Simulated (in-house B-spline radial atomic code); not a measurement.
## Gd2+: [He] 2s1 2p6 3s2 3p6 3d10 4s2 4p6 4d10 4f7 5s2 5p6 5d1 6s1 (with a hole in an inner shell)

Method: Dirac-Kohn-Sham relativistic LDA, spherical fractional occupations, Fermi nucleus of rms radius 5.1569 fm. Calculated with a radial B-spline atomic code at the basis-set limit.

Screening seen three ways: the hydrogenic charge with the same mean radius, Z_r = [3n² - l(l+1)]/(2<r>), the one with the same energy, Z_e = n√(-2ε), and Slater's rules. Values are occupation-weighted means over j. An effective charge above Z reflects the relativistic contraction of the inner shells.

```csv
shell,electrons,ε (eV),<r> (bohr),Z_r,Z_e,Slater
1s,2,-49992,0.02199,68.23,60.62,63.70
2s,1,-8388.9,0.09267,64.74,49.66,60.20
2p,6,-7536.7,0.08178,61.14,47.07,60.20
3s,2,-1895.4,0.2423,55.71,35.41,53.60
3p,6,-1625.6,0.2398,52.13,32.79,53.60
3d,10,-1257.8,0.2173,48.33,28.85,43.85
4s,2,-399.94,0.5466,43.91,21.69,37.25
4p,6,-308.88,0.5754,39.97,19.06,37.25
4d,10,-178.8,0.6193,33.91,14.50,25.85
5s,2,-70.671,1.295,28.96,11.40,13.30
5p,6,-47.398,1.487,24.54,9.33,13.30
4f,7,-34.213,0.7807,23.06,6.34,16.90
5d,1,-19.085,2.14,16.12,5.92,4.00
6s,1,-17.268,3.193,16.91,6.76,4.35
```

The least bound orbital is 6s1/2 at -17.27 eV, and it is also the most diffuse (<r> = 3.193 bohr). The part-filled 2s shell lies below the filled 5p shell in orbital energy.

Spin-orbit splittings of the orbital energies (j = l + 1/2 above j = l - 1/2 when positive): 2p 696.1 eV, 3p 145.6 eV, 3d 32.8 eV, 4p 32.9 eV, 4d 6.185 eV, 5p 4.895 eV, 4f 0.9315 eV, 5d 0.4763 eV.

For the 1s electron the small component carries 5.65 % of the norm, the zero-frequency Breit interaction raises the level by 145.9 eV, self-energy by 89.57 eV, and vacuum polarisation lowers it by 14.59 eV.
